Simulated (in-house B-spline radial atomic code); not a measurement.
Settings and results of a run for Ir+. Method: scalar-relativistic (X2C) TPSSh, spin-polarised, spherical fractional occupations, Fermi nucleus of rms radius 5.4032 fm. Calculated with an all-electron radial atomic-structure program (B-spline basis).

Command:
```bash
python run_scf.py task.json out
```
Settings (nuclear radius in fm, mass in u):
```
Z                77
configuration    [Xe] 4f14 5d7 6s1
hamiltonian      x2c
method           tpssh
spin_polarised   True
nucleus          fermi
rms_radius       5.4032
atomic_mass      192.96292
speed_of_light   137.035999084
```

Output (hartree, bohr):
```
 radial grid: 81 intervals, B-splines of order 8, outer radius 60 bohr

 iter        energy (Eh)    residual
    1      -17828.673544    1.33e-01
    2      -17828.679696    2.35e-03
    3      -17828.679721    9.50e-04
    4      -17828.679723    3.91e-04
    5      -17828.679723    4.98e-05
    6      -17828.679723    1.68e-05
    7      -17828.679723    1.26e-05
    8      -17828.679723    1.27e-06
    9      -17828.679723    4.32e-07

 total energy                    -17828.67972
 kinetic                           20325.3697
 electron-nucleus                 -44745.7149
 Hartree                            6943.7286
 exact exchange                      -34.6900
 exchange-correlation               -317.3731

 orbital      occ     eigenvalue          <r>       <r^2>       <1/r>       r_max
 1s up      1.000     -2791.8479    0.0166083 0.000388323     101.905     0.00985
 1s down    1.000     -2791.8472    0.0166083 0.000388324     101.905     0.00985
 2s up      1.000      -489.0922    0.0727572  0.00632884     23.8839     0.06209
 2s down    1.000      -489.0847    0.0727568  0.00632878     23.8841     0.06209
 2p up      3.000      -426.5762    0.0656274  0.00528145     19.6556     0.05073
 2p down    3.000      -426.5699    0.0656268  0.00528137     19.6558     0.05073
 3s up      1.000      -114.9600     0.189798   0.0413393     8.58355      0.1757
 3s down    1.000      -114.9577     0.189796   0.0413381     8.58352      0.1757
 3p up      3.000       -96.5236       0.1904   0.0421478     7.46363      0.1741
 3p down    3.000       -96.5209     0.190396   0.0421459     7.46365      0.1741
 3d up      5.000       -75.4192     0.173263   0.0351724     6.92357      0.1421
 3d down    5.000       -75.4133     0.173265   0.0351731     6.92342      0.1421
 4s up      1.000       -24.9377     0.423391      0.2025     3.56265      0.3978
 4s down    1.000       -24.9296     0.423454    0.202554     3.56175      0.3979
 4p up      3.000       -18.8438     0.449493    0.229879     3.12995       0.417
 4p down    3.000       -18.8367      0.44953    0.229899     3.12932      0.4171
 4d up      5.000       -11.1329      0.47866    0.265158     2.76977      0.4267
 4d down    5.000       -11.1239     0.478595     0.26503     2.76967      0.4268
 5s up      1.000        -3.9994      0.98507     1.08952      1.3926      0.8955
 5s down    1.000        -3.9371     0.980103      1.0783     1.40174      0.8925
 5p up      3.000        -2.4210      1.13823     1.46678     1.16358       1.005
 5p down    3.000        -2.3371       1.1299     1.44472     1.17392           1
 4f up      7.000        -2.6621     0.536166    0.352571     2.31281      0.3955
 4f down    7.000        -2.6486     0.534131    0.349126     2.31784      0.3955
 5d up      5.000        -0.6236      1.65993     3.25296    0.788611       1.298
 5d down    2.000        -0.4998      1.68199     3.37689    0.784796       1.294
 6s up      1.000        -0.5347      2.66593     8.02317    0.479506        2.32
```

Cost of the run: 1.1 s on 1 thread of Arm Neoverse V1, on a shared host.

Caution: exact exchange at fractional occupations of open shells leaves self-interaction of up to several eV.

One-electron X2C: radii and densities carry no picture-change correction, so inner-shell <1/r> comes out high (for 1s by about 2 % at Z = 33, 5 % at 54, 10 % at 75, 30 % at 118) and <r> low.
